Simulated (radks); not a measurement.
Lu+, 70 electrons, occupied as [Xe] 4f14 6s2.

Method: scalar-relativistic Kohn-Sham, PBE, spin-polarised, spherical densities, finite nucleus; Fermi nuclear charge, rms radius 5.37 fm; computed with a radial shooting solver on a logarithmic mesh with Libxc functionals.

Energy parts (eV):
total: -396232.55
kinetic: 432829.88
electron-nucleus: -975708.18
Hartree: 154805.58
exchange-correlation: -8159.83

Orbitals (lengths in bohr, moments of r in powers of bohr; r(90%) holds 90 % of the orbital's charge):
orbital,occ.,eigenvalue (eV),r(90%),<r>,<1/r>,<r^4>
1s,2,-63234.33,0.0351,0.01932,82.19,7.073e-07
2s,2,-10771.93,0.127,0.08184,19.18,0.0001081
2p,6,-9479.283,0.119,0.07292,17.56,0.00008345
3s,2,-2447.982,0.312,0.2126,7.091,0.004024
3p,6,-2059.909,0.318,0.2123,6.589,0.004285
3d,10,-1593.566,0.299,0.1925,6.237,0.003332
4s,2,-494.3697,0.687,0.4780,3.000,0.09685
4p,6,-367.0130,0.739,0.5079,2.734,0.1291
4d,10,-200.7645,0.823,0.5476,2.420,0.1981
4f,14,-18.4780,1.24,0.7212,1.829,1.420
5s,2,-69.9484,1.69,1.169,1.135,3.528
5p,6,-40.4186,2.04,1.384,0.9427,7.476
5d,0,-9.1870,3.79,2.367,0.5514,88.18
6s,2,-11.0490,4.74,3.265,0.3849,216.3
6p,0,-6.5603,6.18,4.226,0.2951,616.7

The highest occupied level is 6s at -11.049 eV. The electron density at the nucleus is 1.177e+06 e/bohr^3 (large components only). For comparison, the ionisation energy in NIST's Atomic Spectra Database is 14.13 eV (semi-empirical). In exact Kohn-Sham theory the highest level is minus the ionisation energy, but local and semilocal functionals leave it too shallow, through self-interaction and a potential that decays too fast; potentials with the right tail come closer. Summed over all electrons, <r^2> = 56.45 bohr^2, which gives a Langevin (diamagnetic) susceptibility term of -44.7 x 10^-6 cm^3/mol. The density falls to 0.001 e/bohr^3 at r = 4.63 bohr.
